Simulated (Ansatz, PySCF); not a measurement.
Complex: HF (SMILES F) (first 2 atoms) with SiH4 (SMILES [SiH4]); geometry from B3LYP-D3(BJ)/def2-TZVP, rigid monomers moved along the line of their centres of mass till H2···H4 is 2.43 Å.
(charge 0, multiplicity 1):
| atom | x (Å) | y (Å) | z (Å) |
|---|---|---|---|
| F | -0.2022 | -0.4294 | -0.4678 |
| H | -0.1008 | -0.7705 | 0.3912 |
| Si | -0.0071 | 0.2506 | 3.7555 |
| H | 0.0786 | -0.9017 | 2.8148 |
| H | 1.0806 | 1.1987 | 3.4407 |
| H | 0.1464 | -0.2817 | 5.1256 |
| H | -1.3255 | 0.8959 | 3.5927 |

Counterpoise-corrected where a basis set is named; no monomer relaxation.

Cores are frozen in the correlated methods. CBS: X⁻³ extrapolation of the correlation energy, Hartree–Fock from the larger set.

Codes used: Ansatz (Gaussian basis) for Hartree–Fock, density functionals and correlated methods; PySCF for the dispersion terms. Each number belongs to the level named beside it.

PBE/def2-TZVPPD gives -0.94 kcal/mol for the interaction energy.

Question: Predict the shift from PBE, with its sign, for: PBE-D3(BJ)/def2-TZVPPD, r2SCAN/def2-TZVPPD, B3LYP/def2-TZVPPD, wB97M-V/def2-TZVPPD, MP2/CBS(aug-cc-pV(D+d)Z, aug-cc-pV(T+d)Z), CCSD(T)/CBS(aug-cc-pV(D+d)Z, aug-cc-pV(T+d)Z).

Answer: PBE-D3(BJ)/def2-TZVPPD -0.30; r2SCAN/def2-TZVPPD 0.11; B3LYP/def2-TZVPPD 0.32; wB97M-V/def2-TZVPPD 0.03; MP2/CBS(aug-cc-pV(D+d)Z, aug-cc-pV(T+d)Z) 0.06; CCSD(T)/CBS(aug-cc-pV(D+d)Z, aug-cc-pV(T+d)Z) 0.02 kcal/mol. 5 of 6 lie above PBE; the widest gap is to B3LYP/def2-TZVPPD.

Ansatz is a first-principles code.
